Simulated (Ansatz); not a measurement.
The cluster Mg₂F₄. The state is a triplet with charge 0. Geometry PBE0-D4/def2-SVP, that of the neutral singlet; atoms count from 1.

```xyz
6

Mg    0.2262    0.1605   -1.4226
Mg   -0.2329   -0.1568    1.4222
F    -0.4991   -0.3596    3.1486
F     0.5180    0.3484   -3.1469
F    -0.4867   -1.1158   -0.2032
F     0.4746    1.1232    0.2019
```

At PBE0-D4/def2-TZVP a singlet of charge 0 lies 7.24 eV below the triplet at the same geometry. The structure comes from a short search, and lower isomers may exist.

(1) Estimate the Mulliken populations from the PBE0/def2-TZVP orbitals of Ansatz.

(2) Where does the spin sit?

(3) And the Mayer bond orders between bonded heavy atoms (over 0.3)?

Results:

(1) 
| atom | charge (e) | spin (α − β) |
| --- | --- | --- |
| Mg1 | 0.79 | 0.54 |
| Mg2 | 0.82 | 0.50 |
| F3 | -0.27 | 0.46 |
| F4 | -0.25 | 0.49 |
| F5 | -0.54 | 0.00 |
| F6 | -0.54 | 0.00 |
Mulliken values and Mayer orders depend strongly on the basis.

(2) Summed by element: Mg 1.04, F 0.96, of 2 unpaired in all. Largest on single atoms: Mg1 0.54, Mg2 0.50, F4 0.49.

(3) Mg1–Mg2 0.35 (2.90 Å); Mg1–F4 0.43 (1.76 Å); Mg1–F5 0.36 (1.90 Å); Mg1–F6 0.36 (1.90 Å); Mg2–F3 0.45 (1.76 Å); Mg2–F5 0.36 (1.90 Å); Mg2–F6 0.36 (1.90 Å). Values over 0.3 also appear between atoms too far apart for a bond (F3–F4 0.41 at 6.42 Å); they arise where an orbital or an unpaired electron spreads over both atoms.
